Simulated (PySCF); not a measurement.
VSeF3 (singlet state).
Bonds: V1–Se2, V1–F3, V1–F4, V1–F5.

A GFN2-xTB structure was refined with PBE0-D3(BJ)/def2-SVP geometry optimisation, gas phase (PySCF). Its GFN2-xTB values:

```json
{"coordinate": "V1–Se2", "GFN2-xTB": "2.154 Å"}
{"coordinate": "V1–F3", "GFN2-xTB": "1.540 Å"}
{"coordinate": "Se2–V1–F3", "GFN2-xTB": "106.2°"}
{"coordinate": "F3–V1–F4", "GFN2-xTB": "110.2°"}
```

How do these coordinates change at the PBE0-D3(BJ)/def2-SVP level?

| coordinate | PBE0-D3(BJ)/def2-SVP (Å or °) | change |
| --- | --- | --- |
| V1–F3 | 1.696 | +0.156 |
| V1–Se2 | 2.120 | -0.034 |
| Se2–V1–F3 | 108.9 | +2.7 |
| F3–V1–F4 | 110.0 | -0.2 |

The energy falls by 78.5 kJ/mol over 6 energy and gradient evaluations, the largest force component goes from 0.1555 to 4.2e-04 Eh/bohr, and the atoms move by 0.097 Å rms after alignment. The bond that changes most is V1–F3 (ends: vanadium bonded to 3 F and Se; fluorine bonded to V), which lengthens by 0.156 Å. Bonds longer at the end by more than 0.005 Å: 2 of 4; shorter: 2. Rotational constants go from 3515, 1559, 1515 to 3444, 1453, 1452 MHz.

The run used 105 basis functions and 52 SCF cycles in all.

Whether it is a minimum is left open (no frequencies).
